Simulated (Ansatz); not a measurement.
The same path of AlF₃H₂O (7 atoms, charge 0, multiplicity 1) was run twice with different band settings. Lost on the way: F6–H7. Made: O2–H7.

Level of theory: Ansatz 0.2.0, RHF/def2-SVP.

Relaxed end points:

```xyz
7
Properties=species:S:1:pos:R:3
Al -0.082 0.097 0.144
O -0.288 -0.057 1.830
H -0.486 -0.765 2.415
F 1.361 -0.301 -0.537
F -1.398 0.090 -0.842
F 0.132 1.987 0.665
H -0.001 1.808 1.566
```

```xyz
7
Properties=species:S:1:pos:R:3
Al 0.041 0.485 -0.082
O -0.093 0.176 1.830
H -0.817 -0.362 2.133
F 1.410 -0.290 -0.566
F -1.401 -0.219 -0.483
F 0.101 2.135 0.011
H -0.003 0.933 2.398
```

Common settings: movable images 9; climbing image yes; spring 5.0 eV/Å²; optimiser quadratic models (default); start path through a guess of the saddle point; iteration limit 60; end points relaxed.

| run | force threshold |
| --- | --- |
| 1 | 0.03 eV/Å |
| 2 | 0.5 eV/Å |

What does each run give, and how far can it be trusted?

Run 1: converged after 15 iterations, highest image 0.140 eV above the first end. A vibrational analysis at the climbing image gives one clearly imaginary mode, 1004i cm⁻¹: a first-order saddle point.
Run 2: converged after 5 iterations, highest image 0.125 eV above the first end. The threshold of 0.5 eV/Å is loose, so the images may lie well off the minimum-energy path. The order of the stationary point at the top wasn't checked.
The orbitals stay closed-shell, which can raise the energy where a bond breaks towards radicals; this wasn't checked here.
